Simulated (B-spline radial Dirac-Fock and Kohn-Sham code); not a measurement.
## Fe⁵⁺: eigenvalues, ΔSCF and the reference

System: Fe⁵⁺, configuration [Ar] 3d3.

The density-functional columns are spherical, spin-unpolarised Dirac-Kohn-Sham results without Breit or QED terms: −ε is minus the orbital energy of the initial state and ΔSCF the difference of two total energies. The reference in the last column comes from Dirac-Fock ΔSCF + Breit + QED. All numbers are from a B-spline atomic structure program, in eV; a selection of levels is shown. For the 1s level of heavy atoms much of the gap between ΔSCF and the reference is the Breit and QED part, -11.4 eV here; for other levels the error of the functional can be larger.

```
level  PBE −ε  PBE ΔSCF  LDA −ε  LDA ΔSCF  Dirac-Fock
   1s  7083.9    7246.2  7068.4    7230.1      7219.2
   2s   908.0     939.2   906.2     937.6       959.2
2p1/2   795.0     831.4   794.5     831.0       831.5
2p3/2   782.5     818.4   782.1     818.1       819.4
   3s   175.8     188.6   175.3     188.1       196.0
3p1/2   142.1     154.7   142.1     154.6       155.0
3p3/2   140.4     152.9   140.3     152.8       153.3
   3d   85.83     97.93   86.13     98.23       96.49
```

Q: Order the estimates of the K (1s) level by their distance from the Dirac-Fock value, nearest first.
A. PBE −ε
B. LDA ΔSCF
C. PBE ΔSCF
D. LDA −ε

A: B (10.9 eV), C (27.0 eV), A (135.3 eV), D (150.9 eV).

Values without a named source are computed, but for edge energies of neutral atoms, which are taken from tables.
